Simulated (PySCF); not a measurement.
## Two-photon absorption: SMILES CC=C=C(C)N(C)C, C$_{7}$H$_{13}$N

Geometry (Å), atoms numbered from 1 in this order:
```xyz
21

C     3.298   -1.319   -0.047
C     2.146   -0.816   -0.869
C     1.064   -0.243   -0.398
C    -0.030    0.389    0.007
C    -0.018    1.886    0.168
N    -1.244   -0.270    0.244
C    -1.237   -1.694    0.043
C    -2.036    0.163    1.369
H     4.241   -0.837   -0.353
H     3.139   -1.127    1.023
H     3.437   -2.405   -0.188
H     2.240   -0.954   -1.958
H     0.908    2.299   -0.250
H    -0.875    2.336   -0.359
H    -0.074    2.189    1.226
H    -0.807   -1.928   -0.942
H    -2.268   -2.076    0.076
H    -0.638   -2.238    0.804
H    -2.160    1.254    1.368
H    -3.040   -0.281    1.298
H    -1.604   -0.132    2.350
```

Method used: TDDFT CAM-B3LYP/aug-cc-pVDZ excited states, vertical, gas phase in PySCF 2.14.0. Geometry: PBE0-D3(BJ)/def2-SVP.

How strongly do the lowest singlets absorb one photon, and two photons of half the energy?

δ for parallel linear polarisation; σ at the peak of a Lorentzian of half width 0.1 eV, single beam; Ω is circular over linear.
| state | E (eV) | f | photon λ (nm) | δ (au) | σ (GM) | Ω | main |
| --- | --- | --- | --- | --- | --- | --- | --- |
| S1 | 4.72 | 0.002 | 525 | 61.3 | 0.50 | 0.07 | HOMO→LUMO+10 0.25, HOMO→LUMO 0.17 |
| S2 | 4.80 | 0.015 | 516 | 412 | 3.48 | 0.16 | HOMO→LUMO 0.70 |
| S3 | 5.29 | 0.108 | 468 | 432 | 4.43 | 0.67 | HOMO→LUMO+1 0.78 |
| S4 | 5.40 | 0.004 | 459 | 99.5 | 1.06 | 1.39 | HOMO→LUMO+2 0.84 |
| S5 | 5.45 | 0.046 | 455 | 521 | 5.67 | 0.27 | HOMO→LUMO+3 0.81 |
| S6 | 5.85 | 0.129 | 424 | 282 | 3.54 | 1.30 | HOMO→LUMO+4 0.59, HOMO→LUMO+7 0.09 |

Among these, the strongest one-photon state is S6, the strongest two-photon state S5, with a dipole change of 1.7 D (relaxed, norm of the difference vector).
